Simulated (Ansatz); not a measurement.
`BO[SiH2]B` + `C1N[SiH2]1` → `BN1C[SiH2]1` + `B[SiH2]O` at 700 K and 1 bar (ligand exchange at a B–O bond).

Program: Ansatz. Geometries: PBE0-D4/def2-TZVP. ΔE: electronic, gas phase. CCSD(T)/CBS adds triple-zeta CCSD(T) − MP2 to the extrapolated MP2 energy (def2 sets, frozen cores). One conformer a species, not always the lowest.

| species | CCSD(T)/CBS energy (Eh) | H − E (kJ/mol) | S (J/(mol·K)) |
| --- | --- | --- | --- |
| `BO[SiH2]B` | -417.47687 | 240.1 | 448.0 |
| `C1N[SiH2]1` | -384.79623 | 206.6 | 348.7 |
| `BN1C[SiH2]1` | -410.22230 | 252.8 | 403.6 |
| `B[SiH2]O` | -392.05150 | 194.3 | 392.7 |

H − E and S are ideal-gas, rigid-rotor, harmonic terms from PBE0-D4/def2-TZVP, for one conformer and one mirror image of each species. 1 Eh = 2625.50 kJ/mol, R = 8.31446 J/(mol·K).

By hand: ΔE, ΔH, ΔS and ΔG.

ΔE = (-410.22230) + (-392.05150) − (-417.47687) − (-384.79623) = -0.00070 Eh = -1.8 kJ/mol. Δ(H − E) = 252.8 + 194.3 − 240.1 − 206.6 = 0.4, so ΔH = -1.4 kJ/mol. ΔS = 403.6 + 392.7 − 448.0 − 348.7 = -0.4 J/(mol·K). ΔG = -1.4 − 700 × (-0.4)/1000 = -1.1 kJ/mol.

By hand: the equilibrium constant, and the temperature at which ΔG would vanish if ΔH and ΔS stayed fixed.

log₁₀ K = −ΔG/(RT ln 10) = 0.1. ΔG = 0 at ΔH/ΔS = 3500 K, far beyond where these terms or the molecules hold.

The number of gas molecules stays the same, so ΔS is small and ΔH decides. The sign of ΔG lies within the doubt. A doubt of 5 kJ/mol in ΔE shifts log₁₀ K by 0.4 here. Other conformers and mirror images would add mixing entropy, several J/(mol·K) or more a flexible species. Modes under 60 cm⁻¹, often nearly free rotors, make the harmonic entropy too high. These are equilibria of isolated gas molecules and say nothing of rates. Largest T1 diagnostic: 0.014 (customary marks: 0.02 for closed shells, 0.045 for open ones).
